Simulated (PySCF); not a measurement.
InCl2H.
Bonds: In1–Cl2, In1–Cl3. Hydrogens: H4 on In1.

Method: PBE0-D3(BJ)/def2-SVP geometry optimisation, gas phase, def2 core potentials past Kr in PySCF 2.14.0; density fitting, grid level 1; the optimiser is geomeTRIC in internal coordinates, started from a GFN2-xTB structure with every atom displaced at random (about 0.03 Å).

Step 0: E = -30221.6039 eV
```
atom  x, y, z in Å  |  force x, y, z in eV/Å
In1    -0.0408   -0.2479    0.0126   -1.916   1.503  -0.062
Cl2     2.1652   -0.0871    0.0071    2.276   0.228   0.019
Cl3    -1.1644    1.8770   -0.0410    0.378  -0.598   0.025
H4     -0.8768   -1.6324   -0.0092   -0.739  -1.133   0.018
```

Problem. Estimate the geometry and energy of step 1. (The exact step hangs on the optimiser's Hessian estimate; all steps are aligned on step 0, rigid shifts and turns removed.)

Solution. E = -30221.8044 eV, largest force 0.325 eV/Å
```
atom  x, y, z in Å  |  force x, y, z in eV/Å
In1    -0.0777   -0.2417   -0.0532   -0.162  -0.169   0.172
Cl2     2.2478    0.0028    0.0264   -0.044  -0.083  -0.034
Cl3    -1.1054    1.8610   -0.0229    0.000   0.016  -0.052
H4     -0.9814   -1.7126    0.0192    0.206   0.236  -0.085
```

The energy changes by -0.2005 eV. The first-order estimate −F·Δx gives -0.4940 eV and the mean of the old and new forces, exact on a quadratic surface, -0.2159 eV. The step makes an angle of 50° with the force vector and moves no atom by more than 0.135 Å.

The cost below is that of the whole optimisation. On Intel Xeon 6975P-C, one thread, no GPU, on a shared host, this took 16 s wall and 0.28 GiB of memory at its peak.
